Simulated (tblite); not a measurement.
Compound: C4H6F4O.
SMILES with atom numbers: `[OH:1][C@@H:2]([CH2:3][F:4])[CH2:5][C:6]([F:7])([F:8])[F:9]` (hydrogens: H10 on O1; H11 on C2; H12, H13 on C3; H14, H15 on C5)

Computed with GFN2-xTB (tblite), gas phase: Langevin dynamics at 200 K from the optimised GFN2-xTB geometry, time step 0.5 fs, friction 0.01 fs⁻¹, 2000 steps. Over the second half of the run the saved frames average 233 K.

The optimised geometry, where the run starts:
```
atom  x, y, z in Å
O1     -1.739   -1.084   -0.362
C2     -0.617   -0.239   -0.419
C3     -0.993    1.183    0.016
F4     -2.007    1.625   -0.802
C5      0.436   -0.871    0.500
C6      1.785   -0.188    0.449
F7      2.733   -0.927    1.038
F8      2.203    0.047   -0.803
F9      1.792    1.001    1.076
H10    -2.472   -0.653   -0.818
H11    -0.228   -0.196   -1.450
H12    -1.383    1.196    1.038
H13    -0.165    1.887   -0.093
H14     0.571   -1.909    0.191
H15     0.081   -0.863    1.532
```

t = 275 fs, T = 184 K, E(pot) 0.171 eV above the start
```
atom  x, y, z in Å  |  force x, y, z in eV/Å
O1     -1.706   -1.064   -1.048   -0.393  -0.091  -0.541
C2     -0.836   -0.094   -0.548    0.406  -0.670   0.217
C3     -1.621    1.040    0.082    0.523   0.478  -0.878
F4     -2.234    1.751   -0.938   -0.129  -0.293   0.224
C5      0.070   -0.884    0.441    0.427   1.102   0.045
C6      1.415   -0.213    0.610    0.988  -0.457  -0.830
F7      2.223   -0.928    1.427   -0.390   0.453  -0.020
F8      2.140   -0.134   -0.561   -0.717   0.131   0.757
F9      1.310    1.027    1.082    0.250   0.033   0.110
H10    -2.379   -0.634   -1.600    0.165  -0.095   0.092
H11    -0.200    0.355   -1.338   -0.121  -0.249  -0.024
H12    -2.357    0.700    0.766   -0.869  -0.340   0.531
H13    -0.953    1.736    0.540    0.508   0.615   0.565
H14     0.286   -1.859    0.019   -0.366  -0.261   0.090
H15    -0.329   -0.907    1.462   -0.282  -0.355  -0.339
```

t = 450 fs, T = 161 K, E(pot) 0.238 eV above the start
```
atom  x, y, z in Å  |  force x, y, z in eV/Å
O1     -1.777   -0.742   -1.093    0.399  -0.241  -0.353
C2     -0.781    0.015   -0.441   -1.554   0.329   1.062
C3     -1.577    1.168    0.253    0.616   0.912  -0.372
F4     -2.253    1.859   -0.750    0.224  -0.215   0.148
C5     -0.034   -0.869    0.569   -1.245  -0.404   0.797
C6      1.393   -0.447    0.769    0.095   0.094  -0.960
F7      2.005   -1.053    1.773    0.109  -0.199   0.194
F8      2.106   -0.721   -0.361   -0.014   0.408   0.596
F9      1.485    0.881    1.011    0.144  -0.321  -0.204
H10    -2.226   -0.128   -1.696   -0.036  -0.300   0.122
H11    -0.075    0.420   -1.155    0.235   0.300  -0.290
H12    -2.376    0.898    0.965    0.588  -0.377  -0.216
H13    -0.871    1.904    0.673   -0.254  -0.180   0.166
H14    -0.139   -1.879    0.158    0.472  -0.005   0.127
H15    -0.522   -0.893    1.580    0.221   0.199  -0.817
```

t = 600 fs, T = 217 K, E(pot) 0.188 eV above the start
```
atom  x, y, z in Å  |  force x, y, z in eV/Å
O1     -2.079   -0.570   -0.832   -0.286  -0.236  -0.284
C2     -0.998    0.211   -0.430    0.568   0.394  -0.192
C3     -1.495    1.476    0.295   -0.556  -0.519  -0.865
F4     -2.127    2.252   -0.660   -0.055  -0.040   0.381
C5     -0.156   -0.638    0.523    0.241  -0.733   0.134
C6      1.311   -0.240    0.601   -0.747   0.959   0.909
F7      1.944   -0.902    1.573    0.017   0.087   0.166
F8      1.965   -0.475   -0.502    0.494   0.104  -0.863
F9      1.452    1.117    0.900    0.036  -1.233  -0.308
H10    -2.838   -0.024   -1.099    0.408   0.012   0.003
H11    -0.323    0.532   -1.290   -0.851  -0.257   0.472
H12    -2.216    1.244    1.090   -0.019  -0.006  -0.234
H13    -0.679    2.031    0.677    0.789   0.743   0.414
H14    -0.189   -1.716    0.249    0.001   0.627  -0.201
H15    -0.588   -0.586    1.511   -0.041   0.098   0.468
```

t = 675 fs, T = 233 K, E(pot) 0.419 eV above the start
```
atom  x, y, z in Å  |  force x, y, z in eV/Å
O1     -2.150   -0.535   -0.636   -1.020   0.352  -0.330
C2     -1.063    0.323   -0.451   -0.641  -0.245   0.441
C3     -1.408    1.615    0.268   -1.028   1.381  -0.551
F4     -2.313    2.380   -0.520    0.808  -0.631   0.347
C5     -0.157   -0.467    0.433    2.384  -0.378   1.407
C6      1.336   -0.068    0.389    1.395  -1.044   0.585
F7      2.169   -0.859    1.229   -1.565   0.796  -0.612
F8      1.866   -0.340   -0.813   -0.310   0.486  -0.055
F9      1.685    1.185    0.729   -0.596  -0.373  -0.313
H10    -2.911   -0.033   -0.992    0.434  -0.236   0.130
H11    -0.587    0.541   -1.374    0.438   0.376  -1.270
H12    -1.972    1.499    1.201    0.289  -0.300  -0.001
H13    -0.519    2.248    0.401   -0.238  -0.131   0.033
H14    -0.099   -1.542    0.182   -0.527   0.438   0.046
H15    -0.517   -0.304    1.452    0.177  -0.490   0.143
```

t = 700 fs, T = 385 K, E(pot) 0.378 eV above the start
```
atom  x, y, z in Å  |  force x, y, z in eV/Å
O1     -2.293   -0.420   -0.478    1.059  -0.045   0.196
C2     -1.062    0.323   -0.308   -0.021  -1.549   0.193
C3     -1.446    1.593    0.334   -0.122   2.404  -1.449
F4     -2.400    2.246   -0.513    0.848  -0.446   0.642
C5      0.001   -0.450    0.583   -1.108  -0.161  -2.202
C6      1.448   -0.112    0.304    0.333   0.581   0.147
F7      2.175   -0.876    1.143    0.294   0.206  -0.408
F8      1.913   -0.276   -0.949   -0.450  -0.384   0.479
F9      1.763    1.180    0.581   -0.211  -0.313   0.183
H10    -2.935    0.184   -0.886    0.234  -0.180   0.136
H11    -0.612    0.442   -1.297    0.068   0.266  -0.132
H12    -1.950    1.480    1.247   -0.720  -0.409   1.329
H13    -0.625    2.308    0.454    0.054  -0.012  -0.115
H14    -0.129   -1.493    0.272    0.039  -0.057   0.329
H15    -0.150   -0.337    1.632   -0.297   0.100   0.672
```

t = 825 fs, T = 255 K, E(pot) 0.303 eV above the start
```
atom  x, y, z in Å  |  force x, y, z in eV/Å
O1     -2.206   -0.663    0.460    0.646  -0.785   0.054
C2     -1.020    0.040    0.114   -0.659  -0.031  -0.182
C3     -1.323    1.506    0.457    2.035   0.308  -0.047
F4     -2.270    1.992   -0.349   -1.259   0.172  -1.122
C5      0.225   -0.562    0.834   -0.703   0.087  -0.291
C6      1.536   -0.263    0.085   -1.687   1.307   0.666
F7      2.488   -0.890    0.722    1.202  -0.313  -0.083
F8      1.487   -0.601   -1.196    0.298  -0.292  -0.092
F9      1.823    1.085    0.088    0.045  -0.798   0.077
H10    -2.964   -0.322   -0.028    0.169   0.167  -0.067
H11    -0.839    0.012   -0.988   -0.157  -0.198   0.402
H12    -1.700    1.677    1.452    0.178  -0.218   0.655
H13    -0.431    2.111    0.215    0.001   0.035   0.481
H14     0.173   -1.667    0.897   -0.300   0.524  -0.197
H15     0.267   -0.188    1.864    0.191   0.035  -0.254
```

t = 900 fs, T = 185 K, E(pot) 0.488 eV above the start
```
atom  x, y, z in Å  |  force x, y, z in eV/Å
O1     -2.075   -0.694    0.658   -0.454   0.155  -0.204
C2     -1.039    0.094    0.116   -0.210  -1.395  -0.150
C3     -1.234    1.555    0.434   -0.220   1.156  -0.756
F4     -2.179    2.284   -0.381    1.303  -1.363   0.909
C5      0.190   -0.444    0.834    1.506  -0.187  -0.663
C6      1.487   -0.244    0.049    0.668  -0.594   0.395
F7      2.578   -0.809    0.653   -0.657   0.317   0.228
F8      1.519   -0.801   -1.164   -0.532   0.175  -0.220
F9      1.772    1.043   -0.078    0.244   0.530  -0.273
H10    -2.766   -0.589    0.006   -0.819  -0.245   0.177
H11    -0.986   -0.184   -0.936    0.284   0.515  -0.455
H12    -1.662    1.539    1.448    0.322   0.639  -0.165
H13    -0.240    2.045    0.281   -1.031   0.154   0.423
H14     0.149   -1.522    0.995   -0.493   0.043   0.083
H15     0.313    0.072    1.766    0.090   0.102   0.671
```

t = 1000 fs
```
atom  x, y, z in Å
O1     -2.020   -0.453    0.762
C2     -0.921    0.194    0.146
C3     -0.991    1.686    0.363
F4     -2.189    2.199   -0.293
C5      0.329   -0.576    0.684
C6      1.564   -0.308   -0.132
F7      2.741   -0.676    0.478
F8      1.601   -0.937   -1.312
F9      1.710    0.979   -0.340
H10    -2.881   -0.019    0.532
H11    -0.965   -0.033   -0.923
H12    -1.115    1.961    1.411
H13    -0.149    2.206   -0.064
H14     0.021   -1.675    0.556
H15     0.639   -0.339    1.679
```

Question: Estimate the potential energy and the forces of this last frame.

Answer: 0.397 eV above the start.

| atom | Fx (eV/Å) | Fy (eV/Å) | Fz (eV/Å) |
| --- | --- | --- | --- |
| O1 | -0.724 | 0.296 | 0.023 |
| C2 | -0.318 | -0.992 | 0.251 |
| C3 | -1.341 | 0.820 | -0.356 |
| F4 | 1.673 | -0.834 | 0.807 |
| C5 | -0.682 | -1.165 | -1.013 |
| C6 | 0.906 | -0.852 | 0.090 |
| F7 | -0.856 | -0.077 | -0.009 |
| F8 | -0.209 | 0.132 | -0.111 |
| F9 | 0.248 | 1.065 | -0.527 |
| H10 | 1.054 | -0.254 | 0.084 |
| H11 | 0.032 | 0.219 | -0.378 |
| H12 | -0.062 | -0.099 | 0.057 |
| H13 | 0.114 | 0.307 | -0.279 |
| H14 | 0.590 | 1.380 | 0.511 |
| H15 | -0.426 | 0.053 | 0.850 |

The bond farthest from its length at the start is C3–F4 (1.460 against 1.375 Å), and half the difference of its two atoms' forces along it is -1.79 eV/Å (positive lengthens). The largest atomic force is 2.04 eV/Å.

What follows is the cost of the whole dynamics run. The run took 8.8 s of wall time on an Arm Neoverse V2 with one thread, no GPU, shared host with 32 logical CPUs at a one-minute load of 22, and the process peaked at 0.18 GiB of memory.
